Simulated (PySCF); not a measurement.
## Structure elucidation problem

An unknown has the formula C7H10N2Si. Its calculated NMR data are:

¹H NMR (500 MHz, computed): δ 7.04 (m, 1H), 6.86 (m, 1H), 4.98 (m, 1H), 2.47 (d, 1H), 2.28 (s, 3H), 0.67 (d, 3H).

¹³C{¹H} NMR (computed): δ 151.0 (C), 145.3 (CH), 124.5 (CH), 106.5 (CH), 87.9 (C), 15.5 (CH3), -3.7 (CH3).

Rapidly exchanging positions averaged, non-relativistic, no solvent model, one computed conformer. GIAO CAM-B3LYP/pcSseg-1 shieldings; geometry from PBE0-D3(BJ)/def2-SVP; PySCF.

Referencing at the same level of theory: ¹H, ¹³C vs TMS.

Task: What is the structure?

Result: 
- The formula gives 5 degrees of unsaturation (1 ring in the answer).
- 7 carbon signals for 7 carbons: no two carbons are equivalent.
- Carbon types of the structure: 2 × C, 3 × CH, 2 × CH3, leaving 1 H on heteroatoms.
- δC 151.0: substituted aromatic carbon next to a ring nitrogen.
- δC 145.3: aromatic CH between two ring heteroatoms.
- δC 124.5: aromatic CH next to a ring nitrogen.
- δC 106.5: terminal alkyne carbon.
- δC 87.9: alkyne carbon; sp carbons lie upfield of alkene carbons because the cylindrical π system leaves one tensor component strongly shielded.
- δH 7.04: hydrogen on an aromatic CH between two ring heteroatoms; it sits in the deshielding region of the aromatic ring current.
- δH 6.86: hydrogen on an aromatic CH next to a ring nitrogen; aromatic region.

The compound is SMILES [Si@@H](C#C)(C)n1cnc(C)c1.

The shifts were computed for this structure.

Shifts are as computed, not scaled to solution data. Of 1211 compounds with measured shifts, 218 miss one by over three times the rms of a fit or turn the order of signals round; such compounds aren't used in these exercises. No couplings were computed; multiplicities are counted from neighbouring protons, with m where these are inequivalent, close in shift, in a saturated or five-membered ring or joined by F or P, and br s for small geminal =CH2 splittings.
